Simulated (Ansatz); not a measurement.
**Molecular dynamics of H₄C₂O**

Input file:

```yaml
accuracy: low
crystal:
  lattice:
    - [7.113787, 0.0, 0.0]
    - [0.0, 7.113787, 0.0]
    - [0.0, 0.0, 7.113787]
  atoms:
    - { symbol: C, position: [0.70192743, 0.72546643, 1.06752126] }
    - { symbol: C, position: [0.7792298, 0.80141368, 0.93825308] }
    - { symbol: H, position: [0.84251324, 0.88635091, 0.83274642] }
    - { symbol: H, position: [0.6432469, 0.66274834, 1.1827911] }
    - { symbol: C, position: [0.79758497, 0.45644231, 0.49511312] }
    - { symbol: C, position: [0.66164588, 0.55728311, 0.49227782] }
    - { symbol: H, position: [0.53607707, 0.63505458, 0.52856325] }
    - { symbol: H, position: [0.91769303, 0.36355823, 0.47207707] }
    - { symbol: C, position: [0.58932594, 0.13908778, 0.29938188] }
    - { symbol: C, position: [0.56976669, 0.17015051, 0.13536417] }
    - { symbol: H, position: [0.5513265, 0.21686027, -0.00029213] }
    - { symbol: H, position: [0.61739943, 0.13009778, 0.44407658] }
    - { symbol: C, position: [0.25504153, 0.64338098, 0.76610734] }
    - { symbol: C, position: [0.21396687, 0.76128899, 0.65948759] }
    - { symbol: H, position: [0.19771037, 0.86532711, 0.54467217] }
    - { symbol: H, position: [0.28208072, 0.52248938, 0.83972226] }
    - { symbol: O, position: [0.22617951, 0.20031703, 0.42902835] }
    - { symbol: H, position: [0.35740849, 0.19021221, 0.3697111] }
    - { symbol: H, position: [0.14539055, 0.11685656, 0.35810151] }
    - { symbol: O, position: [0.20503358, 0.50180855, 0.16063127] }
    - { symbol: H, position: [0.20499497, 0.40839506, 0.26870493] }
    - { symbol: H, position: [0.07036122, 0.54677962, 0.15031523] }
    - { symbol: O, position: [0.01880189, 0.93645766, 0.30113253] }
    - { symbol: H, position: [-0.11111054, 0.929593, 0.26485949] }
    - { symbol: H, position: [0.07122632, 0.81472685, 0.28493048] }
    - { symbol: O, position: [0.5075035, 0.09922987, 0.70154893] }
    - { symbol: H, position: [0.44716461, -0.00193817, 0.7755354] }
    - { symbol: H, position: [0.42069996, 0.19909317, 0.67425219] }
basis:
  ecutwfc: 420.0
kpoints:
  mp_grid: { grid: [1, 1, 1] }
hamiltonian:
  xc: pbe
scf:
  occupations: { method: fermi_dirac, width: 0.05 }
  lower_state_search: "off"
md:
  timestep: 0.75
  n_steps: 200
  ensemble: nvt_nose_hoover
  temperature: 500.0
  initial_velocities: maxwell_boltzmann
  seed: 744849
  nose_hoover: { tau: 3.0, chain_length: 1 }
```

Launched with:

```bash
$ ansatz run input.yaml --threads 1 --pin off --max-ram 3072MiB --backend cpu --events-out ev --progress --plain --runs-dir out
```

It goes on from the last frame of an earlier run, with new velocities.

Output, in part (step lines):

```
md step     0: t =     0.00 fs  T =   500.0 K  F+E_penalty+E_count = -4522.58966880 eV  E_kin = 1.745010 eV  conserved = -4520.84465881 eV  (10 SCF iters)
md step     1: t =     0.75 fs  T =   499.9 K  F+E_penalty+E_count = -4522.58978915 eV  E_kin = 1.744488 eV  conserved = -4520.84530927 eV  (9 SCF iters)
md step     2: t =     1.50 fs  T =   490.6 K  F+E_penalty+E_count = -4522.55657610 eV  E_kin = 1.712236 eV  conserved = -4520.84491432 eV  (9 SCF iters)
md step     3: t =     2.25 fs  T =   475.9 K  F+E_penalty+E_count = -4522.49807260 eV  E_kin = 1.661073 eV  conserved = -4520.84236871 eV  (9 SCF iters)
md step     4: t =     3.00 fs  T =   467.8 K  F+E_penalty+E_count = -4522.45224729 eV  E_kin = 1.632729 eV  conserved = -4520.83917062 eV  (9 SCF iters)
md step     5: t =     3.75 fs  T =   476.7 K  F+E_penalty+E_count = -4522.45798796 eV  E_kin = 1.663558 eV  conserved = -4520.84085463 eV  (7 SCF iters)
md step     6: t =     4.50 fs  T =   493.4 K  F+E_penalty+E_count = -4522.48431872 eV  E_kin = 1.722022 eV  conserved = -4520.84573190 eV  (6 SCF iters)
md step     7: t =     5.25 fs  T =   497.0 K  F+E_penalty+E_count = -4522.45608551 eV  E_kin = 1.734447 eV  conserved = -4520.84643248 eV  (6 SCF iters)
[... lines left out ...]
md step   200: t =   150.00 fs  T =   494.3 K  F+E_penalty+E_count = -4522.45323457 eV  E_kin = 1.725009 eV  conserved = -4520.84429732 eV  (9 SCF iters)
```

The steps, from the saved trajectory:

```tsv
time (fs)	T (K)	potential energy less start (eV)	conserved less start (meV/atom)
0.0	500	0.000	0.00
4.5	493	0.105	-0.04
9.0	568	0.177	-0.07
13.5	530	0.254	0.01
18.0	526	0.103	-0.18
22.5	489	0.206	0.08
27.0	518	0.223	0.09
31.5	447	0.394	0.23
36.0	470	0.572	0.24
40.5	535	0.792	0.37
45.0	549	0.594	-0.04
49.5	503	0.416	-0.16
54.0	536	0.410	-0.13
58.5	594	0.373	-0.14
63.0	492	0.554	-0.09
67.5	561	0.611	-0.10
72.0	528	0.859	0.12
76.5	522	0.766	0.29
81.0	459	0.657	0.11
85.5	493	0.677	0.06
90.0	577	0.805	0.15
94.5	570	0.724	-0.19
99.0	575	0.469	-0.21
103.5	523	0.340	-0.23
108.0	536	0.367	-0.26
112.5	553	0.559	0.11
117.0	527	0.554	-0.02
121.5	503	0.482	0.03
126.0	534	0.346	-0.06
130.5	504	0.388	-0.01
135.0	543	0.354	-0.24
139.5	540	0.574	0.03
144.0	608	0.407	-0.17
148.5	527	0.179	-0.21
```

All steps were run. The conserved energy stayed within 0.94 meV per atom of its start (net change 0.013 meV per atom), so the integration is sound. A run of 0.15 ps of so small a system gives no equilibrium averages. Limits of this set-up: coarse k mesh, low accuracy level.

Mean squared displacements from the first frame to the last, about the centre of mass: C 0.32 Å², H 0.89 Å², O 0.89 Å².

Last frame:

```xyz
28
Lattice="7.1138 0.0000 0.0000 0.0000 7.1138 0.0000 0.0000 0.0000 7.1138" Properties=species:S:1:pos:R:3
C 5.249 4.684 7.745
C 5.759 5.286 6.863
H 6.127 5.888 6.006
H 4.705 4.280 8.566
C 5.970 3.155 4.149
C 4.823 3.549 3.982
H 3.795 3.812 4.026
H 6.994 2.741 4.183
C 3.901 1.286 1.806
C 4.206 1.667 0.693
H 4.335 2.106 -0.232
H 3.735 0.933 2.795
C 1.551 4.462 5.299
C 1.336 5.013 4.282
H 1.268 5.272 3.205
H 1.548 3.983 6.265
O 1.579 1.695 3.695
H 2.176 2.425 3.619
H 1.381 1.408 2.734
O 0.851 3.729 1.176
H 1.499 3.059 1.037
H 0.127 3.590 0.529
O 0.797 7.705 1.308
H -0.198 7.887 1.486
H 0.875 6.788 1.437
O 3.358 0.073 5.012
H 3.202 -0.900 5.239
H 2.572 0.497 4.626
```

The run took 4.5 min on 1 thread of Arm Neoverse V2, on a shared host, peak memory 0.39 GiB.
